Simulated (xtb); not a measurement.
SbCl₂Br, SMILES [Cl][Sb]([Cl])[Br]. All values are semi-empirical tight-binding results from xtb (GFN2-xTB unless named), good for trends rather than for accurate numbers. Geometry: GFN2-xTB.

Optimised geometry:

Bonds (Å): Sb1–Cl2 2.361, Sb1–Cl3 2.361, Sb1–Br4 2.516. Bond angles (°): Cl2–Sb1–Cl3 95.1, Cl2–Sb1–Br4 95.7, Cl3–Sb1–Br4 95.7.
Charge 0, spin multiplicity 1.

For metal compounds this method's bond lengths and energies can be far off.

The point group as xtb finds it is Cs and the orbital gap comes out as 4.27 eV. The zero-point energy comes out as 1.7 kcal/mol and the G − E(el) at 298.15 K (modified RRHO) is -19.8 kcal/mol.

Computed atomic charges and the Wiberg bond orders between heavy atoms:
charges (e) Sb1 0.45, Cl2 -0.17, Cl3 -0.17, Br4 -0.10. Bond orders Sb1–Cl2 1.20, Sb1–Cl3 1.20, Sb1–Br4 1.23.
